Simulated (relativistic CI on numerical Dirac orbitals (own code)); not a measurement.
Hyperfine structure of Fe²⁰⁺, mass number 57

Calculated at this level of theory: Dirac-Coulomb-Breit CI, orbitals from a KLI potential per configuration, model QED (radiative potential, 1s self-energy scaled to tabulated hydrogen-like ionisation energies), unscaled Slater integrals (own radial code, finite nucleus).

Configuration list (outside the closed core 1s2): 2s2 2p2, 2s 2p3, 2p4, 2p3 3s, 2p3 3p, 2p3 3d, 2s2 2p 3s, 2s2 2p 3p, 2s2 2p 3d, 2s 2p2 3s, 2s 2p2 3p, 2s 2p2 3d, 2s2 2p 4s, 2s2 2p 4p, 2s2 2p 4d, 2s2 2p 4f. Levels of other configurations are missing.

Nuclear spin I = 1/2, μ = 0.09064 μN (tables of Stone and Pyykkö). The electronic factors are computed for point nuclear moments, without core polarisation or the Bohr-Weisskopf and QED corrections.

| Level | E (cm⁻¹) | A (MHz) |
| --- | --- | --- |
| 2s2 2p2 3P_1 | 73594 | -205.7 |
| 2s2 2p2 3P_2 | 117753 | 8948 |
| 2s2 2p2 1D_2 | 246481 | 7212 |
| 2s 2p3 5S°_2 | 479050 | 22510 |
| 2s 2p3 3D°_1 | 779537 | -11850 |
| 2s 2p3 3D°_2 | 779755 | 16700 |
| 2s 2p3 3D°_3 | 805749 | 22840 |
| 2s 2p3 3P°_1 | 928493 | 26850 |

Levels with J = 0, under 50 % of one LS term, or S terms without an open s electron are left out. Small factors come from cancelling terms and can be off by tens of per cent or more.

At this charge energies of transitions that change n are usually good to better than 1 %, and those within a shell (Δn = 0) to a few per cent.

Problem. Give the hyperfine levels of 2s2 2p2 3P_2 relative to its centre of gravity.

Solution. With K = F(F + 1) − I(I + 1) − J(J + 1), E = AK/2: F = 3/2: -13420, F = 5/2: 8948 MHz.

LS names give the leading component of a level, which can be under half, so a name can repeat, a term be missing and a line seem to break the LS rules.
